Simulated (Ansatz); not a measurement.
A nudged elastic band was laid between two geometries of C$_{2}$H$_{4}$FNSi (9 atoms, charge 0, multiplicity 1).

Theory: Ansatz 0.2.0, RKS revPBE/def2-SVP.

```yaml
movable_images: 9
climbing_image: yes
spring: 5.0 eV/Å²
optimiser: quadratic models (default)
start_path: IDPP
force_threshold: 0.05 eV/Å
iteration_limit: 60
end_points: relaxed
```

Initial state:

```xyz
9
Properties=species:S:1:pos:R:3
C -1.334 -0.480 -0.249
Si 0.231 0.130 0.594
N 1.884 -0.513 0.033
C 1.696 0.715 -0.276
F 2.511 1.551 -0.931
H -1.156 -0.648 -1.329
H -2.157 0.256 -0.133
H -1.667 -1.435 0.209
H 0.081 0.378 2.064
```

Final state:

```xyz
9
Properties=species:S:1:pos:R:3
C -1.299 -0.582 -0.209
Si 0.367 -0.124 0.531
N 1.868 -0.058 -0.566
C 1.487 1.099 -0.171
F 2.016 2.297 -0.449
H -1.414 -1.687 -0.239
H -1.389 -0.189 -1.241
H -2.129 -0.172 0.403
H 0.581 -0.631 1.924
```

Question: What changes between the two ends?

Answer: No bond is made or broken. The dihedral H7–C1–Si2–N3 goes from -156 to -35°. The two ends are copies of one structure, up to a mirror image or an exchange of like atoms.

Question: Give the energies along the band, and the barrier.

Answer: It converged. The highest image is number 5 of 0 to 10, 3.3 kJ/mol above the ends, which have the same energy within 2 meV. A vibrational analysis at the climbing image gives one clearly imaginary mode, 119i cm⁻¹: a first-order saddle point.

```tsv
image	path coordinate (Å)	energy (kJ/mol)	dihedral H7–C1–Si2–N3 (°)
0	0.00	0.0	-156
1	0.33	0.3	-144
2	0.65	1.1	-131
3	0.98	2.1	-119
4	1.31	3.0	-107
5	1.64	3.3	-95
6	1.96	3.0	-83
7	2.29	2.2	-71
8	2.61	1.2	-59
9	2.94	0.3	-47
10	3.26	0.0	-35
```

Question: What is the geometry of the highest image?

Answer: 
```xyz
9
Properties=species:S:1:pos:R:3
C -1.302 -0.571 -0.237
Si 0.313 -0.050 0.583
N 1.902 -0.193 -0.381
C 1.539 1.020 -0.192
F 2.132 2.148 -0.604
H -1.094 -1.310 -1.038
H -1.819 0.293 -0.700
H -1.983 -1.034 0.505
H 0.401 -0.350 2.048
```

Question: What are the harmonic wavenumbers there?

Answer: 119i, 154, 218, 340, 418, 547, 595, 689, 726, 747, 753, 863, 1220, 1223, 1382, 1387, 1642, 2196, 2979, 3077, 3086 cm⁻¹.

Time of the run: 18 s on 2 threads of AMD EPYC 9R45 96-Core Processor (Zen 5), with other jobs on the host, peak memory 0.15 GiB.
